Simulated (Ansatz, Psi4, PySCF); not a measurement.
C$_{6}$H$_{13}$BO$_{2}$, charge +1, doublet, geometry from GFN2-xTB (a state made from the parent by changing its charge; the spin is typed, not shown lowest). Base run: PBE/STO-3G in PySCF.

Geometry (Å):
```xyz
22

C     -1.7297    -0.0408     0.9157
C     -0.7763    -0.1491    -0.2995
C     -1.1704    -1.3044    -1.1809
O     -0.7483     1.0502    -0.9767
B      0.2157     1.8787    -0.4769
O      1.0066     1.1996     0.4056
C      0.7417    -0.1519     0.3759
C      0.9277    -0.8096     1.7175
C      1.6292    -0.8348    -0.6934
H     -2.7165     0.1831     0.5093
H     -1.4381     0.7757     1.5712
H     -1.7668    -0.9768     1.4632
H     -2.2169    -1.1912    -1.4704
H     -0.6026    -1.3229    -2.1077
H     -1.0730    -2.2501    -0.6547
H      0.3435     2.9927    -0.7596
H      0.4200    -0.2678     2.5115
H      1.9884    -0.7993     1.9756
H      0.6028    -1.8462     1.6944
H      1.4832    -0.3826    -1.6710
H      2.6615    -0.6619    -0.3877
H      1.4363    -1.9018    -0.7326
```
Charge +1, spin multiplicity 2.
Orbitals are unrestricted.
All else is at PySCF's defaults.

The same geometry, method and basis name were run in Ansatz (a quantum-chemistry and plane-wave program) and Psi4 and PySCF, at each program's defaults and at the settings that a row names. The base is PySCF at its defaults. Differences at the defaults can come from grids, fitting, cores and function types together.

| code and settings | ΔE vs base (µEh) | basis functions | E (Eh) | SCF cycles |
|---|---|---|---|---|
| PySCF, defaults (exact integrals, its default grid, spherical functions) | 0.0 | 58 | -405.89287 | 12 |
| Psi4, defaults (density fitting with its default set, its default grid, spherical functions) | -2946 | 58 | -405.89582 | 9 |
| Ansatz, defaults (factorised integrals, its default grid, spherical functions) | -14.2 | 58 | -405.89289 | - |
| PySCF, density fitting with def2-universal-jkfit | -2933 | 58 | -405.89580 | 12 |
| PySCF, fine grid | -5.6 | 58 | -405.89288 | 12 |
| Psi4, exact integrals, spherical functions, fine grid | -5.2 | 58 | -405.89288 | 14 |
| Ansatz, high accuracy | -3.9 | 58 | -405.89288 | - |

Open shells are given as the SCF converged; they aren't shown to be the lowest states, and a large step between rows can be another state.
